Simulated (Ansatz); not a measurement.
Compare A (`OC[SiH](F)CF`) with its isomer B (`C[Si](F)(F)CO`).

Computed with Ansatz on PBE0-D4/def2-TZVP structures; ΔE is electronic, products minus reactants. CBS: MP2 limit from def2 TZ/QZ plus the TZ coupled-cluster correction, frozen cores. Functionals use def2-TZVPP. Each species was taken in one conformer, which may not be the lowest.

**Question.** Which isomer does CCSD(T)/CBS put lower? Give the gap. (Best estimate.)

**Answer.** Computed: B, by 284.2 kJ/mol.

**Question.** Give E(B) − E(A) in kJ/mol with B2PLYP, HF/def2-TZVPP, r2SCAN-D4, PBE-D4, BLYP-D4, LDA (SPW92), CCSD(T)/def2-SVP. (An estimate is asked.)

**Answer.** Ansatz gave: B2PLYP -279.8, HF/def2-TZVPP -279.8, r2SCAN-D4 -281.9, PBE-D4 -265.1, BLYP-D4 -266.0, LDA (SPW92) -271.7, CCSD(T)/def2-SVP -258.0. None reverses the order clearly.

**Question.** Does the order hold for the free energy at 298.15 K (harmonic terms from PBE0-D4)? (Estimate.)

**Answer.** Ansatz gave: Yes: G(B) − G(A) = -279.0 kJ/mol, for one conformer each. Modes under 60 cm⁻¹, often nearly free rotors, make the harmonic entropy too high.

Largest T1 diagnostic: 0.011.

Leaving LDA and LC-ωPBE aside and taking each functional with its dispersion term where it has one, the values, not all of them listed here, spread over 22.3 kJ/mol, from r2SCAN0-D4 to revPBE-D4. LDA lies −7.6 kJ/mol from PBE without D4. At CCSD(T), def2-SVP lies +26.2 kJ/mol from the extrapolated value and def2-TZVPP +2.6 kJ/mol.
